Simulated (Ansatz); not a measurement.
Isolated molecules relaxed with PBE0-D4/def2-TZVP in Ansatz; ΔE leaves out vibrations. CCSD(T)/CBS is the MP2 limit (def2-TZVPP, def2-QZVPP) plus CCSD(T) − MP2 in def2-TZVPP, frozen cores. This one scheme is used for every species. DFT in def2-TZVPP. For Se outer-core shells are correlated without core-valence functions, which leaves a few kJ/mol of doubt a bond. Scalar relativity is left out up to krypton. Each species was taken in one conformer, which may not be the lowest.

Reaction (ligand exchange at the Al–N bond): `B[NH][AlH2]` + `N=C[SeH]` → `[AlH2]/[N]=C\[SeH]` + `BN`

Q: Is it downhill or uphill in electronic energy at CCSD(T)/CBS, and by how much? (Best estimate.)

A: Computed: Downhill: ΔE = -0.16 eV.

Q: What do these levels give: LDA (SPW92), revPBE-D4, BLYP-D4, r2SCAN0-D4, ωB97X-V, PBE, BLYP, CCSD(T)/def2-SVP, HF/def2-TZVPP, HF/def2-QZVPP, MP2/def2-QZVPP, CCSD/CBS(def2)? (An estimate is asked.)

A: Ansatz gave: LDA (SPW92) -0.34, revPBE-D4 -0.28, BLYP-D4 -0.33, r2SCAN0-D4 -0.24, ωB97X-V -0.16, PBE -0.30, BLYP -0.33, CCSD(T)/def2-SVP -0.20, HF/def2-TZVPP -0.14, HF/def2-QZVPP -0.13, MP2/def2-QZVPP -0.19, CCSD/CBS(def2) -0.15 eV.

Q: What do rigid-rotor, harmonic-oscillator terms from PBE0-D4/def2-TZVP frequencies (298.15 K, 1 bar) make of the CCSD(T)/CBS value? (An estimate is asked.)

A: The calculation gave: ΔZPE = 0.00 eV, ΔH = -0.15 eV, ΔS = -2 J/(mol·K), ΔG = -0.15 eV.

Largest T1 diagnostic among the species: 0.013.

Leaving LDA and LC-ωPBE aside and taking each functional with its dispersion term where it has one, the values spread over 0.16 eV, from BLYP-D4 to ωB97X-V. LDA lies −0.04 eV from PBE without D4. From BLYP to BHLYP (50 % exact exchange), in def2-TZVPP and without D4, ΔE moves by +0.11 eV. At CCSD(T), def2-SVP lies −0.04 eV from the extrapolated value and def2-TZVPP +0.01 eV.
